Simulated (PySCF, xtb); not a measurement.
BiH2F, SMILES [BiH2][F].

xtb with GFN2-xTB at its own geometry gives an orbital gap of 5.88 eV and a dipole moment of 5.21 D.

Geometry: B3LYP-D3(BJ)/def2-TZVP. The def2 effective core potentials stand for the cores of Bi; spin–orbit coupling is left out.

Task: What does PBE0/def2-TZVPD (PySCF) give? (Estimate from the structure and the level; the computed values follow.)

Result: gap 6.28 eV (levels -8.11 and -1.83 eV), dipole 3.48 D.
